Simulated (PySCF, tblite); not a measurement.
Compound: C5H15ClSi2.
Structure used (GFN2-xTB), in Å, numbered top down from 1:
```xyz
23
C5H15ClSi2 angstrom
C     -2.042   -0.950   -0.495
C     -1.496   -0.145    0.680
C     -2.431    1.019    0.993
Si     0.304    0.447    0.361
C      0.322    1.773   -1.009
Si     1.604   -1.392   -0.222
C      3.435   -1.034    0.210
Cl     3.939    0.464   -0.619
H     -3.047   -1.311   -0.279
H     -2.095   -0.335   -1.391
H     -1.409   -1.811   -0.706
H     -1.485   -0.805    1.554
H     -2.515    1.681    0.134
H     -2.061    1.597    1.837
H     -3.430    0.660    1.240
H      0.755    1.102    1.610
H      1.334    2.129   -1.179
H     -0.046    1.378   -1.953
H     -0.288    2.634   -0.749
H      1.617   -1.742   -1.649
H      1.319   -2.648    0.492
H      3.597   -0.867    1.272
H      4.116   -1.814   -0.123
```

Jobs on this species (23 atoms, 90 electrons) with PySCF (density fitting) and tblite. Hardware of each: Arm Neoverse N1, one thread, shared host. Other jobs ran on the host; a repeat could differ by tens of per cent or more.

| level and settings | work | basis functions | SCF cycles | wall time |
| --- | --- | --- | --- | --- |
| GFN2-xTB | L-BFGS relaxation | – | – | ? |
| GFN2-xTB | Hessian by finite differences | – | – | 2.3 s |
| PBE0/pcSseg-1 | shieldings, charges and field gradients | 232 | 13 | 92 s |

Question: Fill in the missing figures.

Answer: 
- GFN2-xTB; L-BFGS relaxation: 2.6 s

Question: What do all jobs in the table cost together?

Answer: About 97 s; the longest takes about 95 % of that, and about 40 times as long as the shortest.
